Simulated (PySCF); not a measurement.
BF2, SMILES F[B+]F, charge +1. Heavy atoms are numbered as in [B+:1]([F:2])[F:3].

Geometry optimised at PBE-D3(BJ)/def2-TZVP.

Level of theory: r2SCAN/def2-TZVPD (PySCF).

ESP charges are fitted to the potential on shells at 1.4 to 2.0 van der Waals radii. Atomic charges (e), one atom of each kind:

```json
[
 {"atom": "B1", "ESP fit": "1.00", "meta-Löwdin": "1.14"},
 {"atom": "F2", "ESP fit": "0.00", "meta-Löwdin": "-0.07"}
]
```
